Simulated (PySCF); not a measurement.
```xyz
3
charge 0 multiplicity 3, angstrom
Ti    0.0000    0.0000   -0.9177
H     0.0000    0.0000   -2.7228
Cl    0.0000    0.0000    1.3370
```

Level of theory: UPBE0 in PySCF with Ti def2-TZVP, H def2-TZVP, Cl def2-TZVP; no relativity; density-fitted integrals.

This geometry of TiHCl is a stationary point at this level.

What is the point group?

C∞v.

Is it a minimum?

No: it has 2 imaginary modes (one degenerate set), at 314i cm⁻¹ (π).

Which band is strongest in the infrared?

1564 cm⁻¹ (σ+), 367 km/mol.

What are the dipole moment and the gap between the highest occupied and lowest empty levels of either spin?

0.44 D and 3.42 eV.

Other isomers or separated fragments may lie lower. Other spin states or occupations of the open shell can lie lower. At this level a triplet minimum of Cs symmetry lies 15 kJ/mol below this structure.
